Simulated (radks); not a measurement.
The numbers below are computed, except where a source is named.
Neutral bismuth, 83 electrons, occupied as [Hg] 6p1 7p2 (not the ground configuration). Level of theory: non-relativistic Kohn-Sham, XLYP, spin-polarised, spherical densities, point nucleus; open shells are filled with parallel spins first (spin-orbit coupling, left out, can overturn this in heavy ions); relativity is left out, which matters for an element this heavy (a radial shooting solver on a logarithmic mesh with Libxc functionals).

Radial electron density D(r) = 4 pi r^2 rho(r):

```
   r/bohr * D(r) (the largest magnitude, 151, reaches the edge; | marks zero)
 0.002728 |        *
 0.003227 |          *
 0.003817 |              *
 0.004516 |                 *
 0.005342 |                     *
 0.006319 |                         *
 0.007475 |                              *
 0.008842 |                                 *
  0.01046 |                                    *
  0.01237 |                                      *
  0.01452 |                                      *
  0.01718 |                                     *
  0.02032 |                                   *
  0.02404 |                                   *
  0.02843 |                                    *
  0.03363 |                                        *
  0.03979 |                                              *
  0.04707 |                                                    *
  0.05568 |                                                      *
  0.06586 |                                                    *
  0.07791 |                                                *
  0.09216 |                                             *
    0.109 |                                              *
   0.1279 |                                                  *
   0.1513 |                                                   *
    0.179 |                                             *
   0.2118 |                                   *
   0.2505 |                              *
   0.2963 |                                *
   0.3506 |                                   *
   0.4147 |                                *
   0.4906 |                       *
   0.5803 |              *
   0.6865 |          *
    0.812 |         *
   0.9606 |        *
    1.127 |      *
    1.333 |    *
    1.577 |  *
    1.866 | *
    2.207 |*
    2.611 |*
    3.089 *
    3.654 *
    4.322 *
    5.113 *
    6.048 *
    7.155 *
    8.396 *
    9.932 *
    11.75 *
     13.9 *
    16.44 *
    19.45 *
```

D(r) has 5 maxima, at r = 0.0136, 0.0561, 0.143, 0.356, 6.55 bohr, and minima at 0.0235, 0.0952, 0.257, 4.53 bohr, inside which lie 1.92, 11.44, 30.53, 81.09 electrons.
